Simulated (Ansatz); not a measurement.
Basis-set extrapolation for H$_{7}$NO$_{4}$Si$_{2}$, SMILES `O[SiH2]N[Si](O)(O)O` (PBE0-D4/def2-TZVP geometry, frozen core, the Gaussian-basis code of Ansatz). Multiplicity 1, RHF reference.

|  | def2-TZVPP | def2-QZVPP |
| --- | --- | --- |
| HF | -936.336242 | -936.373076 |
| MP2 correlation | -1.406344 | -1.520502 |
| CCSD(T) correlation | -1.487755 | not run |

Energies in hartree. Use E(X) = E(∞) + A·exp(−7.88·√X) for Hartree–Fock and E(X) = E(∞) + B·X^(−2.97) for correlation, with X = 3 and 4, and add CCSD(T) minus MP2 of the smaller set to the MP2 limit.

**Question.** What is the CCSD(T) energy at the basis-set limit?

**Answer.** HF limit: -936.373076 + (-0.036834) × 0.13774 = -936.37815. MP2 limit: -1.520502 + (-0.114158) × 0.74074 = -1.60506. Higher-order term: -1.487755 − (-1.406344) = -0.08141. Total: -938.06462 hartree, 631.8 kJ/mol below CCSD(T)/def2-TZVPP.
